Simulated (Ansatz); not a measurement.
## One arrangement of a pair

The pair of F⁻ (SMILES [F-], atom 1) and H2O (SMILES O, atoms 2–4), both closed shells, in one local arrangement (a lower one may exist), relaxed at PBE0-D4/def2-TZVPD:

| atom | x (Å) | y (Å) | z (Å) |
| --- | --- | --- | --- |
| F1 | -0.0752 | -0.1208 | -1.6022 |
| O2 | -0.0368 | -0.2750 | 0.8120 |
| H3 | 0.1719 | 0.6296 | 1.0504 |
| H4 | -0.0599 | -0.2339 | -0.2602 |

Ansatz 0.2.0; basis: def2-TZVPPD, with def2-QZVPPD for the basis limit; cores frozen in the correlated methods. B3LYP uses VWN-RPA correlation. Extrapolation: Hartree–Fock as exp(−7.88 √X), correlation as X^−2.97. Interaction energies count from these two fragments, frozen as in the pair, with the counterpoise correction; negative means bound.

Task: What is the interaction energy by CCSD(T) at an estimated basis limit (MP2 extrapolated from triple and quadruple zeta, plus CCSD(T) − MP2 in triple zeta)? (Judge from chemistry; the value comes from the calculation.)

Result: The calculation gives: -33.12 kcal/mol. Hartree–Fock alone gives -31.65 kcal/mol at the basis limit. It counts from the two fragments frozen as in the pair.

The same quantity by other methods in triple zeta, and each one's difference from that estimate:
| method | E_int (kcal/mol) | difference |
| --- | --- | --- |
| PBE-D4 | -33.41 | -0.29 |
| revPBE-D4 | -31.31 | 1.81 |
| BLYP-D4 | -31.40 | 1.73 |
| r2SCAN-D4 | -35.01 | -1.88 |
| B97M-V | -32.40 | 0.73 |
| PBE0-D4 | -34.77 | -1.64 |
| B3LYP-D4 | -33.24 | -0.12 |
| HSE06-D4 | -34.79 | -1.66 |
| wB97X-V | -33.21 | -0.08 |
| wB97M-V | -33.07 | 0.06 |
| B2PLYP | -32.41 | 0.71 |
| HF | -31.57 | 1.55 |
| MP2 | -31.89 | 1.23 |
| CCSD | -31.74 | 1.39 |
| CCSD(T) | -31.85 | 1.28 |
Differences are method less estimate.

Task: Which atoms make the shortest contact between the fragments?

Result: F1 and H4, 1.35 Å apart.

Energy to bend the free fragments (PBE0-D4 minima) into their shapes in the pair, CCSD(T)/def2-TZVPPD: H2O 5.96 kcal/mol. This must be added to the interaction energy to get the binding energy from relaxed fragments.

Basis-set superposition shift (counterpoise-corrected less uncorrected): CCSD(T) 1.37; MP2 1.36; HF 0.06; PBE0-D4 0.07; wB97M-V 0.07 kcal/mol.

T1 diagnostic: at most 0.023.

For scale, one of the runs: CCSD(T)/def2-TZVPPD, 114 basis functions, launched by `ansatz run in.yaml --threads 2 --pin off --events-out ev --progress --plain --max-ram 5222MiB`. Hardware: 2 CPU threads of an Intel Xeon Platinum 8488C, shared host. Wall time about 2.3 s.
